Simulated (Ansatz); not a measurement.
`FCBCl` + HCl → `ClBCl` + `CF` at 600 K and 1 bar (ligand exchange at a B–C bond).

Computed with Ansatz on PBE0-D4/def2-TZVP structures; ΔE is electronic, products minus reactants. CCSD(T)/CBS is the MP2 limit (def2-TZVPP, def2-QZVPP) plus CCSD(T) − MP2 in def2-TZVPP, frozen cores. This one scheme is used for every species. Each species was taken in one conformer, which may not be the lowest.

| species | CCSD(T)/CBS energy (Eh) | H − E (kJ/mol) | S (J/(mol·K)) |
| --- | --- | --- | --- |
| `FCBCl` | -624.24106 | 155.3 | 358.0 |
| HCl | -460.38127 | 35.4 | 207.2 |
| `ClBCl` | -945.02167 | 68.4 | 308.2 |
| `CF` | -139.63461 | 127.6 | 254.6 |

H − E and S are ideal-gas, rigid-rotor, harmonic terms from PBE0-D4/def2-TZVP, for one conformer and one mirror image of each species. 1 Eh = 2625.50 kJ/mol, R = 8.31446 J/(mol·K).

By hand: ΔE, ΔH, ΔS and ΔG.

ΔE = (-945.02167) + (-139.63461) − (-624.24106) − (-460.38127) = -0.03395 Eh = -89.1 kJ/mol. Δ(H − E) = 68.4 + 127.6 − 155.3 − 35.4 = 5.3, so ΔH = -83.8 kJ/mol. ΔS = 308.2 + 254.6 − 358.0 − 207.2 = -2.4 J/(mol·K). ΔG = -83.8 − 600 × (-2.4)/1000 = -82.4 kJ/mol.

By hand: the equilibrium constant, and the temperature at which ΔG would vanish if ΔH and ΔS stayed fixed.

log₁₀ K = −ΔG/(RT ln 10) = 7.2. ΔG = 0 at ΔH/ΔS = 34917 K, far beyond where these terms or the molecules hold.

The number of gas molecules stays the same, so ΔS is small and ΔH decides. A doubt of 5 kJ/mol in ΔE shifts log₁₀ K by 0.4 here. Other conformers and mirror images would add mixing entropy, several J/(mol·K) or more a flexible species. These are equilibria of isolated gas molecules and say nothing of rates. Largest T1 diagnostic: 0.012 (customary marks: 0.02 for closed shells, 0.045 for open ones).
